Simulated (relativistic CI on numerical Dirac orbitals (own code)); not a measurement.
## Ligand-field terms of d3

Computed with a parametric ligand-field model of a d^n configuration (Racah B and C, spin-orbit zeta, crystal field), exact diagonalisation.

Field parameters in Wybourne normalisation: Oh B⁴₀ = 21Dq, B⁴₄ = √(5/14) B⁴₀. The field is a parameter set, without covalency.

Task: A d3 ion in Oh symmetry has the ground term 4A2 and bands at 2E 11772 cm⁻¹ (849 nm), 2T1 12232 cm⁻¹ (818 nm), 4T2 12850 cm⁻¹ (778 nm), 2T2 17564 cm⁻¹ (569 nm), 4T1 18109 cm⁻¹ (552 nm), 4T1 28391 cm⁻¹ (352 nm). Which parameters reproduce them?

Result: B = 530, C = 2620, ζ = 0 cm⁻¹, Oh, 10Dq = 12850 cm⁻¹.

Task: Ground term and bands for B = 360, C = 1630, ζ = 0 cm⁻¹, Oh, 10Dq = 11200 cm⁻¹?

Result: Ground term 4A2 with 0.00 electrons in the two orbitals of the cubic e set. Spin-allowed: 4T2 11200 cm⁻¹ (893 nm), 4T1 14972 cm⁻¹ (668 nm), 4T1 24028 cm⁻¹ (416 nm). Lowest spin-forbidden: 2E 7607 cm⁻¹ (1315 nm), 2T1 7908 cm⁻¹ (1265 nm), 2T2 11694 cm⁻¹ (855 nm). With an A2 ground term the first spin-allowed band lies at |10Dq| itself.

Task: Ground term and bands for B = 390, C = 1420, ζ = 0 cm⁻¹, Oh, 10Dq = 28400 cm⁻¹?

Result: Ground term 4A2 with 0.00 electrons in the two orbitals of the cubic e set. Spin-allowed: 4T2 28400 cm⁻¹ (352 nm), 4T1 32862 cm⁻¹ (304 nm), 4T1 58188 cm⁻¹ (172 nm). Lowest spin-forbidden: 2E 7426 cm⁻¹ (1347 nm), 2T1 7654 cm⁻¹ (1306 nm), 2T2 12101 cm⁻¹ (826 nm). With an A2 ground term the first spin-allowed band lies at |10Dq| itself.

Task: Ground term and bands for B = 330, C = 1570, ζ = 0 cm⁻¹, Oh, 10Dq = 32350 cm⁻¹?

Result: Ground term 4A2 with 0.00 electrons in the two orbitals of the cubic e set. Spin-allowed: 4T2 32350 cm⁻¹ (309 nm), 4T1 36177 cm⁻¹ (276 nm), 4T1 65823 cm⁻¹ (152 nm). Lowest spin-forbidden: 2E 7451 cm⁻¹ (1342 nm), 2T1 7605 cm⁻¹ (1315 nm), 2T2 12164 cm⁻¹ (822 nm). With an A2 ground term the first spin-allowed band lies at |10Dq| itself.

Task: A d3 ion in Oh symmetry has the ground term 4A2 and bands at 2E 11444 cm⁻¹ (874 nm), 2T1 11862 cm⁻¹ (843 nm), 2T2 18506 cm⁻¹ (540 nm), 4T2 35600 cm⁻¹ (281 nm), 4T1 42586 cm⁻¹ (235 nm), 4T1 73514 cm⁻¹ (136 nm). Which parameters reproduce them?

Result: B = 620, C = 2170, ζ = 0 cm⁻¹, Oh, 10Dq = 35600 cm⁻¹.
